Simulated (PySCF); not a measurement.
(Z)-1-bromo-2-chloro-1,2-difluoroethene (C2BrClF2), SMILES F/C(Cl)=C(\F)Br. Atoms are numbered in the order given.

```xyz
6

F      1.1512     2.2554     0.0000
C      0.2942     1.2412     0.0000
Cl    -1.3557     1.6963     0.0000
C      0.7440    -0.0260     0.0000
F      2.0513    -0.2647     0.0000
Br    -0.3430    -1.5441     0.0000
```
Charge 0, spin multiplicity 1.

The structure is a stationary point at TPSSh-D3(BJ)/def2-SVP.

The numbers are results of ωB97X/def2-TZVP run with PySCF, not measurements.

ESP charges are fitted to the potential on shells at 1.4 to 2.0 van der Waals radii. Atomic charges (e):

```
atom  Mulliken  Löwdin  ESP fit    IAO
----  --------  ------  -------  -----
F1       -0.15    0.22    -0.08  -0.24
C2        0.17   -0.66     0.13   0.21
Cl3       0.00    0.45    -0.02   0.04
C4        0.08   -0.62     0.05   0.15
F5       -0.15    0.22    -0.08  -0.24
Br6       0.05    0.40     0.01   0.09
```

### Question
Give the Mayer and Wiberg (Löwdin basis) orders of the bonds. (Estimate from the structure and the level; the computed values follow.)

### Answer

| bond | Mayer | Wiberg |
|---|---|---|
| F1–C2 | 1.10 | 1.79 |
| C2–Cl3 | 1.22 | 1.76 |
| C2–C4 | 1.76 | 1.96 |
| C4–F5 | 1.09 | 1.78 |
| C4–Br6 | 1.21 | 1.67 |
